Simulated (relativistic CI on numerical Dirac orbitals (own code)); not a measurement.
Level scheme of Ba XLV

Calculated at this level of theory: Dirac-Coulomb-Breit CI, KLI orbitals optimised for each configuration, QED by a radiative potential, unscaled Slater integrals (own radial code, finite nucleus).

Configurations in the expansion (outside the closed core [Ne]): 3s2, 3s 3p, 3p2, 3s 3d, 3d2, 3p 3d, 3p 4s, 3d 4s, 3s 4s, 3s 4p, 3s 4d, 3s 4f, 3s 5s, 3s 5p, 3s 5d, 3s 5f, 4s2, 3s 5g, 3s 6s, 3s 6p, 3s 6d. Levels of other configurations are missing.

| No. | Configuration | Term | J | E (Ry) | % | Landé g | Lifetime (s) |
| --- | --- | --- | --- | --- | --- | --- | --- |
| 1 | 3s2 | 1S | 0 | 0.000 | 99 |  |  |
| 2 | 3s 3p | 3P° | 0 | 6.699 | 100 |  |  |
| 3 | 3s 3p | 3P° | 1 | 7.407 | 80 | 1.391 | 1.38e-10 |
| 4 | 3s 3p | 3P° | 2 | 14.048 | 100 | 1.493 | 2.40e-07 |
| 5 | 3s 3p | 1P° | 1 | 16.093 | 79 | 1.094 | 2.88e-12 |
| 6 | 3p2 | 3P | 0 | 16.152 | 73 |  | 1.33e-11 |
| 7 | 3p2 | 1D | 2 | 22.731 | 58 | 1.137 | 1.02e-11 |
| 8 | 3p2 | 3P | 1 | 22.804 | 100 | 1.494 | 3.75e-12 |
| 9 | 3s 3d | 3D | 1 | 25.208 | 100 | 0.492 | 3.86e-12 |
| 10 | 3s 3d | 3D | 2 | 25.602 | 85 | 1.154 | 3.12e-12 |
| 11 | 3s 3d | 3D | 3 | 26.848 | 100 | 1.327 | 1.03e-11 |
| 12 | 3s 3d | 1D | 2 | 27.652 | 66 | 1.119 | 6.10e-12 |
| 13 | 3p2 | 3P | 2 | 30.919 | 47 | 1.229 | 2.04e-12 |
| 14 | 3p2 | 1S | 0 | 31.623 | 71 |  | 2.24e-12 |
| 15 | 3p 3d | 3F° | 2 | 32.454 | 76 | 0.750 | 3.22e-11 |
| 16 | 3p 3d | 3D° | 1 | 34.215 | 58 | 0.796 | 2.68e-12 |
| 17 | 3p 3d | 3P° | 2 | 35.040 | 45 | 1.262 | 8.05e-12 |
| 18 | 3p 3d | 3F° | 3 | 35.062 | 63 | 1.110 | 1.42e-11 |
| 19 | 3p 3d | 3D° | 2 | 40.421 | 47 | 1.011 | 2.24e-12 |
| 20 | 3p 3d | 3D° | 3 | 40.993 | 39 | 1.154 | 2.36e-12 |
| 21 | 3p 3d | 3P° | 0 | 40.994 | 100 |  | 2.04e-12 |
| 22 | 3p 3d | 3P° | 1 | 41.029 | 66 | 1.166 | 2.05e-12 |
| 23 | 3p 3d | 3F° | 4 | 41.454 | 100 | 1.243 | 5.62e-12 |
| 24 | 3p 3d | 3P° | 2 | 42.178 | 52 | 1.282 | 3.17e-12 |
| 25 | 3p 3d | 1F° | 3 | 43.338 | 58 | 1.132 | 2.86e-12 |
| 26 | 3p 3d | 1P° | 1 | 43.961 | 73 | 1.018 | 2.66e-12 |
| 27 | 3d2 | 3F | 2 | 51.038 | 82 | 0.728 | 2.10e-12 |
| 28 | 3d2 | 3P | 0 | 52.331 | 83 |  | 1.81e-12 |
| 29 | 3d2 | 3F | 3 | 52.474 | 100 | 1.077 | 3.11e-12 |
| 30 | 3d2 | 3F | 4 | 53.165 | 54 | 1.129 | 3.80e-12 |
| 31 | 3d2 | 3P | 2 | 53.170 | 48 | 1.188 | 2.65e-12 |
| 32 | 3d2 | 3P | 1 | 53.392 | 100 | 1.495 | 2.57e-12 |
| 33 | 3d2 | 1G | 4 | 54.495 | 54 | 1.108 | 6.13e-12 |
| 34 | 3d2 | 3P | 2 | 54.940 | 50 | 1.230 | 4.81e-12 |
| 35 | 3d2 | 1S | 0 | 56.654 | 82 |  | 3.27e-12 |
| 36 | 3s 4s | 3S | 1 | 119.473 | 100 | 1.995 | 6.22e-14 |
| 37 | 3s 4s | 1S | 0 | 120.248 | 100 |  | 6.63e-14 |
| 38 | 3s 4p | 3P° | 0 | 122.995 | 99 |  | 2.69e-13 |
| 39 | 3s 4p | 3P° | 1 | 123.062 | 68 | 1.336 | 7.74e-14 |
| 40 | 3s 4p | 1P° | 1 | 125.828 | 57 | 1.174 | 5.58e-14 |
| 41 | 3s 4p | 3P° | 2 | 125.970 | 100 | 1.496 | 3.38e-13 |
| 42 | 3p 4s | 3P° | 0 | 127.539 | 99 |  | 9.11e-14 |
| 43 | 3p 4s | 3P° | 1 | 127.911 | 62 | 1.323 | 7.24e-14 |
| 44 | 3s 4d | 3D | 1 | 129.970 | 100 | 0.496 | 3.29e-14 |
| 45 | 3s 4d | 3D | 2 | 130.025 | 70 | 1.112 | 3.32e-14 |
| 46 | 3s 4d | 3D | 3 | 130.674 | 100 | 1.329 | 3.22e-14 |
| 47 | 3s 4d | 1D | 2 | 130.788 | 70 | 1.047 | 3.30e-14 |
| 48 | 3s 4f | 3F° | 2 | 133.027 | 100 | 0.663 | 1.55e-14 |
| 49 | 3s 4f | 3F° | 3 | 133.113 | 94 | 1.074 | 1.56e-14 |
| 50 | 3s 4f | 3F° | 4 | 133.317 | 100 | 1.246 | 1.57e-14 |
| 51 | 3s 4f | 1F° | 3 | 133.759 | 94 | 1.002 | 1.57e-14 |
| 52 | 3p 4s | 3P° | 2 | 134.976 | 100 | 1.494 | 9.83e-14 |
| 53 | 3p 4s | 1P° | 1 | 135.279 | 69 | 1.144 | 5.80e-14 |
| 54 | 3d 4s | 3D | 1 | 144.910 | 100 | 0.491 | 6.53e-14 |
| 55 | 3d 4s | 3D | 2 | 144.982 | 66 | 1.103 | 6.63e-14 |
| 56 | 3d 4s | 3D | 3 | 146.580 | 100 | 1.327 | 6.56e-14 |
| 57 | 3d 4s | 1D | 2 | 146.710 | 65 | 1.050 | 6.81e-14 |
| 58 | 3s 5s | 3S | 1 | 172.468 | 100 | 1.996 | 7.80e-14 |
| 59 | 3s 5s | 1S | 0 | 172.741 | 100 |  | 8.36e-14 |
| 60 | 3s 5p | 3P° | 0 | 174.215 | 100 |  | 1.55e-13 |
| 61 | 3s 5p | 3P° | 1 | 174.247 | 70 | 1.343 | 8.72e-14 |
| 62 | 3s 5p | 3P° | 2 | 175.695 | 100 | 1.497 | 2.00e-13 |
| 63 | 3s 5p | 1P° | 1 | 175.770 | 70 | 1.151 | 6.89e-14 |
| 64 | 3s 5d | 3D | 1 | 177.636 | 100 | 0.498 | 4.47e-14 |
| 65 | 3s 5d | 3D | 2 | 177.666 | 71 | 1.114 | 4.48e-14 |
| 66 | 3s 5d | 3D | 3 | 177.997 | 100 | 1.330 | 4.44e-14 |
| 67 | 3s 5d | 1D | 2 | 178.059 | 71 | 1.047 | 4.48e-14 |
| 68 | 3s 5f | 3F° | 2 | 179.160 | 100 | 0.665 | 2.96e-14 |
| 69 | 3s 5f | 3F° | 3 | 179.195 | 89 | 1.071 | 2.96e-14 |
| 70 | 3s 5f | 3F° | 4 | 179.309 | 100 | 1.247 | 3.01e-14 |

Energies count from the lowest computed level; ° marks odd parity; lifetimes are radiative, by E1, M1, E2, M2 decay to levels of this space only; some are left blank where a channel outside the calculation adds to the decay or the decay crosses a small, uncertain gap.

The mean weight of the leading LS term, summed over parents, in these 70 levels is 81 %, and that of the leading jj configuration (from the same eigenvectors) 96 %, so jj coupling describes them better and the LS labels are nominal.

At this charge energies of transitions that change n are usually good to better than 1 %, and those within a shell (Δn = 0) to a few per cent.

LS names give the leading component of a level, which can be under half, so a name can repeat, a term be missing and a line seem to break the LS rules.
